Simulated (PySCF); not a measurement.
## Radial density of Re(2+) (rhenium, charge +2)

B3LYP, [Xe] 4f14 5d4 6s1, high-spin 6D determinant (an excited configuration). Computed with PySCF 2.14 in ANO-RCC-VTZP (8s7p5d3f2g1h, 104 functions), with the spin-free X2C one-electron Hamiltonian (Gaussian nucleus).

```tsv
r (bohr)	4πr²ρ (e/bohr)	4πr²(ρα − ρβ)
0.0193	92.85	-0.0020
0.0324	102.8	0.0065
0.0545	138.6	0.0686
0.0916	107.6	0.2101
0.154	127.0	0.1326
0.259	69.34	0.0740
0.436	77.93	0.3959
0.733	29.07	0.3242
1.23	12.38	2.7320
2.07	2.899	2.0877
3.49	0.3951	0.3896
5.87	0.005884	0.0059
9.87	6.693e-05	0.0001
```

Densities and radii are taken from the X2C orbitals without a picture-change correction, which distorts them close to the nucleus.

Spin-orbit coupling, absent here, splits the open shell strongly.

(1) Where is the radial spin density 4πr²(ρα − ρβ) most negative, and why is it negative at all?

Results:

(1) Around r = 0.0193 bohr, down to -0.0020 e/bohr: exchange with the open shell polarises the paired shells in an unrestricted calculation.
